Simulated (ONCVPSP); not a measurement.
**Building the ONCV potential for technetium (PBE, scalar-relativistic).**

ONCVPSP 4.0.1 was run on this input:

```
# ATOM AND REFERENCE CONFIGURATION
# atsym  z   nc   nv     iexc    psfile
  Tc 43.00    7    3        4      upf
#
#   n    l    f
    1    0    2.00
    2    0    2.00
    2    1    6.00
    3    0    2.00
    3    1    6.00
    3    2   10.00
    4    0    2.00
    4    1    6.00
    4    2    5.00
    5    0    2.00
#
# PSEUDOPOTENTIAL AND OPTIMIZATION
# lmax
    2
#
#   l,   rc,      ep,       ncon, nbas, qcut
    0    2.90    0.00    5   10    1.90
    1    1.80    0.00    4    7    7.10
    2    1.40    0.00    4    7    7.70
#
# LOCAL POTENTIAL
# lloc, lpopt,  rc(5),   dvloc0
    4    4    1.25    0.00
#
# VANDERBILT-KLEINMAN-BYLANDER PROJECTORs
# l, nproj, debl
    0    3    1.70
    1    1    3.80
    2    2    1.00
#
# MODEL CORE CHARGE
# icmod, fcfact, rcfact
    3    5.25    1.55
#
# LOG DERIVATIVE ANALYSIS
# epsh1, epsh2, depsh
   -3.00    5.00    0.02
#
# OUTPUT GRID
# rlmax, drl
    6.00    0.01
#
# TEST CONFIGURATIONS
# ncnf
    4
# nvcnf
#   n    l    f
    3
    4    1    6.00
    4    2    5.00
    5    0    1.00
#
    3
    4    1    6.00
    4    2    5.00
    5    0    0.00
#
    3
    4    1    6.00
    4    2    4.00
    5    0    0.00
#
    4
    4    1    6.00
    4    2    5.00
    5    0    0.00
    5    1    2.00
#
```

Command:

```bash
oncvpsp.x < Tc.dat > Tc.out
```

Resulting log (shortened: citation, most of the input echo, consistency checks and plot data are left out):

```
ONCVPSP  (Optimized Norm-Conservinng Vanderbilt PSeudopotential)
scalar-relativistic version 4.0.1

#   n    l    f        energy (Ha)
    1    0    2.00    -7.6691233E+02
    2    0    2.00    -1.0941704E+02
    2    1    6.00    -9.7925166E+01
    3    0    2.00    -1.9059584E+01
    3    1    6.00    -1.5287085E+01
    3    2   10.00    -9.1830968E+00
    4    0    2.00    -2.6966468E+00
    4    1    6.00    -1.6663199E+00
    4    2    5.00    -2.4482824E-01
    5    0    2.00    -1.8533585E-01

Reference configufation results
  iterations    26
  all-electron total energy (Ha)   -4.28559224D+03

Begin loop to  construct optimized pseudo wave functions
and semi-local pseudopoentials for all angular momenta

   Wellstate for l =  0  n =  7
     eigenvalue =   1.5147
     asymptotic potential =   2.0147
     half-point radius =  5.1042

   Wellstate for l =  0  n =  8
     eigenvalue =   3.2147
     asymptotic potential =   3.7147
     half-point radius =  4.7520

Calculating optimized projector #   1

 for l=   0

    Fraction of norm inside rc  0.422281
    Optimizing pswf for qcut=   1.90 a_B^-1,  ecut=   1.80 Ha
    Residual kinetic energy error=  7.27D-03 Ha

    Energy error per electron        Cutoff
         Ha          eV             Ha
         0.01000     0.27211        1.56
         0.00100     0.02721        9.81
         0.00010     0.00272       31.66
         0.00001     0.00027       36.39

Calculating optimized projector #   2

 for l=   0

    Fraction of norm inside rc  0.174113
    Optimizing pswf for qcut=   1.90 a_B^-1,  ecut=   1.80 Ha
    Residual kinetic energy error=  1.95D-01 Ha

    Energy error per electron        Cutoff
         Ha          eV             Ha
         0.01000     0.27211        6.06
         0.00100     0.02721       22.32
         0.00010     0.00272       39.60
         0.00001     0.00027       44.73

Calculating optimized projector #   3

 for l=   0

    Fraction of norm inside rc  0.195102
    Optimizing pswf for qcut=   1.90 a_B^-1,  ecut=   1.80 Ha
    Residual kinetic energy error=  7.24D-01 Ha

    Energy error per electron        Cutoff
         Ha          eV             Ha
         0.01000     0.27211       12.60
         0.00100     0.02721       47.64
         0.00010     0.00272       55.64
         0.00001     0.00027       59.76

Calculating optimized projector #   1

 for l=   1

    Fraction of norm inside rc  0.918564
    Optimizing pswf for qcut=   7.10 a_B^-1,  ecut=  25.24 Ha
    Residual kinetic energy error=  5.38D-07 Ha

    Energy error per electron        Cutoff
         Ha          eV             Ha
         0.01000     0.27211       10.58
         0.00100     0.02721       13.54
         0.00010     0.00272       15.82
         0.00001     0.00027       17.85

   Wellstate for l =  2  n =  5
     eigenvalue =   0.7552
     asymptotic potential =   1.2552
     half-point radius =  3.8572

Calculating optimized projector #   1

 for l=   2

    Fraction of norm inside rc  0.403771
    Optimizing pswf for qcut=   7.70 a_B^-1,  ecut=  29.65 Ha
    Residual kinetic energy error=  5.74D-05 Ha

    Energy error per electron        Cutoff
         Ha          eV             Ha
         0.01000     0.27211       17.42
         0.00100     0.02721       23.24
         0.00010     0.00272       28.49
         0.00001     0.00027       64.17

Calculating optimized projector #   2

 for l=   2

    Fraction of norm inside rc  0.130322
    Optimizing pswf for qcut=   7.70 a_B^-1,  ecut=  29.65 Ha
    Residual kinetic energy error=  6.30D-05 Ha

    Energy error per electron        Cutoff
         Ha          eV             Ha
         0.01000     0.27211       16.37
         0.00100     0.02721       22.82
         0.00010     0.00272       28.62
         0.00001     0.00027       36.45

Construct Vanderbilt / Kleinmman-Bylander projectors

B matrix Hermiticity error, ll=   0
   1   2   -6.9833E-05
   1   3    9.5409E-05
   2   3    9.6167E-05

  Orthonormal projector coefficients  1.1339E+01  4.8628E+00  1.1732E+00

B matrix Hermiticity error, ll=   2
   1   2    9.4824E-05

  Orthonormal projector coefficients  1.1814E+00  1.8655E-01

Model core correction analysis
  based on d2Exc/dn_idn_j

d2excae - all-electron derivatives

   -2.912787D-02   -1.896371D-02   -2.421496D-03
   -1.896382D-02   -1.926711D-02   -9.184725D-03
   -2.421137D-03   -9.182906D-03   -2.580421D-02

d2excps - pseudofunction derivatives with no core correction

   -3.706801D-02   -2.241454D-02   -2.680582D-03
   -2.241495D-02   -2.140486D-02   -9.767375D-03
   -2.680240D-03   -9.765476D-03   -2.571525D-02

rms 2nd derivative error    3.201656E-03

rmatch, rhocmatch    0.7808   10.6437

Teter function model core charge with specified parameters

d2excps - pseudofunction derivatives with core correction

   -2.641294D-02   -1.853517D-02   -2.500762D-03
   -1.853519D-02   -1.979967D-02   -9.702469D-03
   -2.500402D-03   -9.700553D-03   -2.570688D-02

rms 2nd derivative error    9.763816E-04

Pseudoatom total energy  -57.243852

Diagnostic tests using Vanderbilt-Kleinman-Bylander pseudopotentials
  1 or more projectors used as specified by nproj input data

   l    rcore       rmatch      e in        delta e   norm test  slope test

   0   2.9114242   2.9998213  -0.1853358  -0.0000004   1.0000202   1.0000280
   0   2.9114242   2.9998213   1.5146642   0.0000120   1.0001638   1.0001638
   0   2.9114242   2.9998213   3.2146642   0.0000236   1.0001965   1.0001965

   1   1.8041267   1.8589039  -1.6663199  -0.0000015   0.9999968   0.9999996

   2   1.4033042   1.4459116  -0.2448282   0.0000111   1.0000847   1.0001284
   2   1.4033042   1.4459116   0.7551718   0.0000187   1.0002229   1.0002229

 Testing for bound ghosts
   n   l    E NL Schr. Eq   E Basis Diag.   E Cutoff

   1   0       -0.185336       -0.184255     65.71

   2   1       -1.666321       -1.666317     47.97

   3   2       -0.244817       -0.229456    130.61

 Testing for highly-localized positive-energy ghosts
       l    <radius>/rc     E Basis Diag.   E Cutoff

       0        0.201552        1.267692     65.71  WARNING - GHOST(+)

Test configuration 0

   n   l     f        eae           eps        diff
   1   0  2.0000 -766.91233092
   2   0  2.0000 -109.41704346
   2   1  6.0000  -97.92516606
   3   0  2.0000  -19.05958363
   3   1  6.0000  -15.28708537
   3   2 10.0000   -9.18309683
   4   0  2.0000   -2.69664682
   4   1  6.0000   -1.66631993   -1.66632143   -1.50D-06
   4   2  5.0000   -0.24482824   -0.24481712    1.11D-05
   5   0  2.0000   -0.18533585   -0.18533627   -4.21D-07

    Total energies and differences
      AE_ref= -4.28559224D+03  AE_tst= -4.28559224D+03  dif=  0.00D+00
      PS_ref= -5.72438519D+01  PS_tst= -5.72438519D+01  dif=  1.42D-14
      PSP excitation error= -1.42D-14

Test configuration 1

   n   l     f        eae           eps        diff
   1   0  2.0000 -767.19161285
   2   0  2.0000 -109.69318972
   2   1  6.0000  -98.20150579
   3   0  2.0000  -19.33634392
   3   1  6.0000  -15.56382946
   3   2 10.0000   -9.45961730
   4   0  2.0000   -2.97466468
   4   1  6.0000   -1.94488147   -1.94320913    1.67D-03
   4   2  5.0000   -0.51802035   -0.51752634    4.94D-04
   5   0  1.0000   -0.41872512   -0.41904407   -3.19D-04

    Total energies and differences
      AE_ref= -4.28559224D+03  AE_tst= -4.28529260D+03  dif=  3.00D-01
      PS_ref= -5.72438519D+01  PS_tst= -5.69440240D+01  dif=  3.00D-01
      PSP excitation error= -1.91D-04

Test configuration 2

   n   l     f        eae           eps        diff
   1   0  2.0000 -767.51429117
   2   0  2.0000 -110.01148598
   2   1  6.0000  -98.52007374
   3   0  2.0000  -19.65507038
   3   1  6.0000  -15.88252776
   3   2 10.0000   -9.77804144
   4   0  2.0000   -3.29325710
   4   1  6.0000   -2.26334951   -2.25945909    3.89D-03
   4   2  5.0000   -0.82690781   -0.82579214    1.12D-03

    Total energies and differences
      AE_ref= -4.28559224D+03  AE_tst= -4.28474682D+03  dif=  8.45D-01
      PS_ref= -5.72438519D+01  PS_tst= -5.63975810D+01  dif=  8.46D-01
      PSP excitation error= -8.49D-04

Test configuration 3

   n   l     f        eae           eps        diff
   1   0  2.0000 -768.05351894
   2   0  2.0000 -110.55727336
   2   1  6.0000  -99.06547522
   3   0  2.0000  -20.19494501
   3   1  6.0000  -16.42237941
   3   2 10.0000  -10.31877144
   4   0  2.0000   -3.80983525
   4   1  6.0000   -2.77012434   -2.76632788    3.80D-03
   4   2  4.0000   -1.29188068   -1.29009092    1.79D-03

    Total energies and differences
      AE_ref= -4.28559224D+03  AE_tst= -4.28369190D+03  dif=  1.90D+00
      PS_ref= -5.72438519D+01  PS_tst= -5.53440811D+01  dif=  1.90D+00
      PSP excitation error=  5.65D-04

Test configuration 4

   n   l     f        eae           eps        diff
   1   0  2.0000 -767.01445761
   2   0  2.0000 -109.51642070
   2   1  6.0000  -98.02456655
   3   0  2.0000  -19.16021668
   3   1  6.0000  -15.38767686
   3   2 10.0000   -9.28345192
   4   0  2.0000   -2.79893580
   4   1  6.0000   -1.76874189   -1.75929971    9.44D-03
   4   2  5.0000   -0.33960005   -0.33425412    5.35D-03
   5   1  2.0000   -0.09836407   -0.09888281   -5.19D-04

    Total energies and differences
      AE_ref= -4.28559224D+03  AE_tst= -4.28530884D+03  dif=  2.83D-01
      PS_ref= -5.72438519D+01  PS_tst= -5.69646899D+01  dif=  2.79D-01
      PSP excitation error=  4.24D-03
```

The run took about 6.2 s on one core of a shared server CPU.
